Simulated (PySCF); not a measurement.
Cs (caesium, neutral) across methods

[Xe] 6s1, 2S determinant. All numbers are calculated (PySCF 2.14, the spin-free X2C one-electron Hamiltonian (Gaussian nucleus), in ANO-RCC-VTZP (8s7p4d2f1g, 72 functions)). The B2PLYP total includes its PT2 part (frozen core); its orbital energies are those of the SCF part.

```
 method  E (hartree)  mean ε 5p α (eV)  mean ε 5p β (eV)  mean ε 6s α (eV)  Σ⟨r²⟩ (bohr²)   ⟨S²⟩
    PBE     -7785.42           -13.550           -13.462            -2.274          88.04  0.750
    LDA     -7778.95           -13.630           -13.560            -2.402          86.48  0.750
LC-wPBE     -7785.38           -17.984           -17.938            -3.814          90.42  0.750
    UHF  -7782.77333           -18.547           -18.508            -3.495          93.57  0.751
   PBE0     -7785.49           -15.060           -14.982            -2.665          88.77  0.750
   MN15     -7791.32           -15.734           -15.616            -2.881          87.74  0.750
 r2SCAN     -7785.82           -14.071           -14.025            -2.332          89.39  0.750
 B2PLYP     -7785.07           -16.254           -16.206            -2.940          89.74  0.750
```

Spin-orbit coupling, which splits the p, d and f shells strongly at this Z, is absent.
